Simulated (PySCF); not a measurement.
## Telling isomers of C8H12ClF apart by NMR

- σ from GIAO-PBE0/pcSseg-1
- GFN2-xTB geometry
- run in PySCF 2.14
- one conformer, non-relativistic, in vacuum, one averaged value for each set of equivalent atoms

δ = σ(ref) − σ, references computed at the same level: ¹H and ¹³C against TMS. Splittings of carbon signals by F and P are missing where no couplings were computed. Where no couplings were computed, multiplicities follow the n + 1 count of equivalent neighbours, and m marks all less simple cases (inequivalent or close neighbours, rings, F or P nearby). Shifts are as computed. Against solution values, carbons near 30 ppm lie about +3 ppm off and those near 130 ppm about +5 ppm; carbons on Cl a further +6 ppm. Of 1211 compounds with measured shifts, 218 miss one by over three times the rms of a fit or turn the order of signals round; such compounds aren't used in these exercises. Carbons bonded to Cl come out too deshielded.

(1) Tabulate the signals of `F[C@@H]1C[C@@H]2CC[C@H]1[C@@H](Cl)C2`, `F[C@@H]1CCC[C@@H](/C=C/Cl)C1`, `F[C@@H]1C[C@@H]2CCC[C@@H]2[C@@H]1Cl` and their relative energies.

(2) What is the quickest way to tell F[C@@H]1C[C@@H]2CC[C@H]1[C@@H](Cl)C2 from F[C@@H]1C[C@@H]2CCC[C@@H]2[C@@H]1Cl?

(3) What is the quickest way to tell F[C@@H]1CCC[C@@H](/C=C/Cl)C1 from F[C@@H]1C[C@@H]2CCC[C@@H]2[C@@H]1Cl?

(4) What is the quickest way to tell F[C@@H]1C[C@@H]2CC[C@H]1[C@@H](Cl)C2 from F[C@@H]1CCC[C@@H](/C=C/Cl)C1?

Results:

(1) 
| SMILES | carbon types | δC | δH | E rel. (kcal/mol) |
| --- | --- | --- | --- | --- |
| F[C@@H]1C[C@@H]2CC[C@H]1[C@@H](Cl)C2 | 4×CH 4×CH2 | 92.1, 60.2, 41.9, 41.2, 38.1, 28.5, 27.4, 14.5 | 4.89 (m, 1H), 3.82 (m, 1H), 2.15 (m, 1H), 2.08 (m, 1H), 2.01 (m, 1H), 1.92 (m, 1H), 1.76 (m, 1H), 1.71 (m, 1H), 1.70 (m, 1H), 1.62 (m, 1H), 1.60 (m, 1H), 1.55 (m, 1H) | 0.0 |
| F[C@@H]1CCC[C@@H](/C=C/Cl)C1 | 4×CH 4×CH2 | 148.2, 129.7, 90.2, 42.0, 40.0, 36.4, 34.3, 23.5 | 6.20 (d, 1H), 5.88 (m, 1H), 5.07 (m, 1H), 2.39 (m, 1H), 2.08 (m, 1H), 2.05 (m, 1H), 1.89 (m, 1H), 1.73 (m, 1H), 1.62 (m, 1H), 1.18 (m, 1H), 1.09 (m, 1H), 1.00 (m, 1H) | 16.4 |
| F[C@@H]1C[C@@H]2CCC[C@@H]2[C@@H]1Cl | 4×CH 4×CH2 | 100.9, 69.6, 51.2, 44.5, 40.4, 40.1, 35.4, 31.5 | 4.91 (m, 1H), 4.04 (m, 1H), 2.68 (m, 1H), 2.44 (m, 1H), 2.15 (m, 1H), 2.12 (m, 1H), 1.94 (m, 1H), 1.87 (m, 1H), 1.78 (m, 1H), 1.75 (m, 1H), 1.57 (m, 1H), 1.36 (m, 1H) | 3.4 |

Energies are electronic energies at PBE0/pcSseg-1 on these geometries, without zero-point or thermal terms, each for the one conformer computed, which needn't be the lowest.

(2) Both give the same number of carbon signals, with the same numbers of each carbon type, so the positions decide. The first has an sp3 CH2 in a ring at 14.5 ppm, the second an sp3 CH bonded to Cl at 69.6 ppm. Their most deshielded carbons lie at 92.1 and 100.9 ppm.

(3) Both give the same number of carbon signals, with the same numbers of each carbon type, so the positions decide. The first has an alkene CH at 148.2 ppm, the second an sp3 CH bonded to Cl at 69.6 ppm. Their most deshielded carbons lie at 148.2 and 100.9 ppm. In the proton spectra the most deshielded non-exchanging signals are 6.20 (d, 1H) and 4.91 (m, 1H).

(4) Both give the same number of carbon signals, with the same numbers of each carbon type, so the positions decide. The first has an sp3 CH bonded to Cl at 60.2 ppm, the second an alkene CH at 148.2 ppm. Their most deshielded carbons lie at 92.1 and 148.2 ppm. In the proton spectra the most deshielded non-exchanging signals are 4.89 (m, 1H) and 6.20 (d, 1H).
